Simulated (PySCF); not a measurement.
tetrafluoroborate (BF4), SMILES F[B-](F)(F)F, charge -1. Heavy atoms are numbered as in [F:1][B-:2]([F:3])([F:4])[F:5].

Geometry optimised at B3LYP-D3(BJ)/def2-SVPD.

Method: B3LYP/def2-TZVPD (PySCF).

Mulliken values depend strongly on the basis, most of all with diffuse functions as here. ESP charges are fitted to the potential on shells at 1.4 to 2.0 van der Waals radii. Atomic charges (e), one atom of each kind:

```tsv
atom	ESP fit	Mulliken	IAO
F1	-0.50	-0.45	-0.47
B2	0.98	0.82	0.86
```
